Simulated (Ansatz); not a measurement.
`Cl[SiH2][O][GeH3]` + `CN[SiH3]` → `CN([SiH3])[SiH2]Cl` + `[OH][GeH3]` at 298.15 K and 1 bar (ligand exchange at the Si–O bond).

Calculated with Ansatz (gas phase, PBE0-D4/def2-TZVP geometries, no zero-point term in ΔE). CBS: MP2 limit from def2 TZ/QZ plus the TZ coupled-cluster correction, frozen cores. For Ge outer-core shells are correlated without core-valence functions, which leaves a few kJ/mol of doubt a bond. Scalar relativity is left out up to krypton. One conformer a species, not always the lowest.

```json
{"species": "`Cl[SiH2][O][GeH3]`", "CCSD(T)/CBS energy (Eh)": "-2903.25837", "H − E (kJ/mol)": "144.9", "S (J/(mol·K))": "370.3"}
{"species": "`CN[SiH3]`", "CCSD(T)/CBS energy (Eh)": "-386.04948", "H − E (kJ/mol)": "224.3", "S (J/(mol·K))": "300.3"}
{"species": "`CN([SiH3])[SiH2]Cl`", "CCSD(T)/CBS energy (Eh)": "-1135.59245", "H − E (kJ/mol)": "258.2", "S (J/(mol·K))": "384.3"}
{"species": "`[OH][GeH3]`", "CCSD(T)/CBS energy (Eh)": "-2153.69723", "H − E (kJ/mol)": "109.3", "S (J/(mol·K))": "272.0"}
```

H − E and S are ideal-gas, rigid-rotor, harmonic terms from PBE0-D4/def2-TZVP, for one conformer and one mirror image of each species. 1 Eh = 2625.50 kJ/mol, R = 8.31446 J/(mol·K).

Q: By hand: ΔE, ΔH, ΔS and ΔG.

A: ΔE = (-1135.59245) + (-2153.69723) − (-2903.25837) − (-386.04948) = 0.01817 Eh = 47.7 kJ/mol. Δ(H − E) = 258.2 + 109.3 − 144.9 − 224.3 = -1.7, so ΔH = 46.0 kJ/mol. ΔS = 384.3 + 272.0 − 370.3 − 300.3 = -14.3 J/(mol·K). ΔG = 46.0 − 298.15 × (-14.3)/1000 = 50.3 kJ/mol.

Q: By hand: the equilibrium constant, and the temperature at which ΔG would vanish if ΔH and ΔS stayed fixed.

A: log₁₀ K = −ΔG/(RT ln 10) = -8.8. ΔH and −TΔS have one sign here, so there is no such temperature.

The number of gas molecules stays the same, so ΔS is small and ΔH decides. A doubt of 5 kJ/mol in ΔE shifts log₁₀ K by 0.9 here. Other conformers and mirror images would add mixing entropy, several J/(mol·K) or more a flexible species. Modes under 60 cm⁻¹, often nearly free rotors, make the harmonic entropy too high. These are equilibria of isolated gas molecules and say nothing of rates. Largest T1 diagnostic: 0.011 (customary marks: 0.02 for closed shells, 0.045 for open ones).
